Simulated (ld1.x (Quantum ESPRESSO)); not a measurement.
A failed generation for molybdenum (Mo)

Input:

```
&input
   title='Mo', zed=42., rel=1, dft='BLYP', iswitch=3,
   config='[Kr] 4d5 5s1 5p0',
   nld=3, rlderiv=7.10, eminld=-2.0, emaxld=5.0, deld=0.02
 /
 &inputp
   pseudotype=3, lpaw=.true., tm=.true., lloc=-1, rcloc=2.60,
   nlcc=.true., new_core_ps=.true., rcore=2.35,
   which_augfun='BESSEL', rmatch_augfun=2.45,
   file_pseudopw='Mo.UPF', file_wfcaegen='ae.wfc', file_wfcncgen='nc.wfc', file_beta='beta', file_chi='chi', file_wfcusgen='us.wfc'
 /
6
5S  1  0   1.00   0.00  2.95  3.30  0.0
5S  1  0   0.00   0.55  2.95  3.30  0.0
5P  2  1   0.00   0.00  3.80  6.54  0.0
5P  2  1   0.00   5.25  3.80  6.54  0.0
4D  3  2   5.00   0.00  2.20  2.55  0.0
4D  3  2   0.00   1.90  2.20  2.55  0.0
 &test
   configts(1)='4d5 5s1 5p0'
 /
```

```bash
ld1.x < Mo.in > Mo.out
```

End of the output:

```
     ------------------------ End of All-electron run ------------------------

     --------------------- Generating PAW atomic setup --------------------

      Generating local potential from pseudized AE potential:
      Matching radius rcloc =   2.6000

      Local pseudo, rcloc= 2.618 Estimated cut-off energy=     3.62 Ry

      Computing core charge for nlcc:

       r > 2.37 : true rho core
      Core charge pseudized with two Bessel functions
      Integrated core pseudo-charge :   4.47
      Wfc-us  5S rcutus= 3.278  Estimated cut-off energy=     4.28 Ry
      Wfc-us  5S rcutus= 3.278  Estimated cut-off energy=     6.33 Ry
      Wfc-us  5P rcutus= 6.602  Estimated cut-off energy=     4.10 Ry

 %%%%%%%%%%%%%%%%%%%%%%%%%%%%%%%%%%%%%%%%%%%%%%%%%%%%%%%%%%%%%%%%%%%%%%%%%%%%%%
     Error in routine compute_chi (1):
     phi_in too large before r_c
 %%%%%%%%%%%%%%%%%%%%%%%%%%%%%%%%%%%%%%%%%%%%%%%%%%%%%%%%%%%%%%%%%%%%%%%%%%%%%%

     stopping ...
```

**Question.** Why did it fail, and what change makes it run?

**Answer.** The run stopped because the pseudo-wave handed to the routine for χ is out of range inside the radius. A run that differs only in the following succeeds: waves 5p (bound): rcut 3.80, rcutus 4.30 bohr; 5p channel at 5.25 Ry: rcut 3.80, rcutus 4.30 bohr. The answer isn't unique; the calculation gave this one.
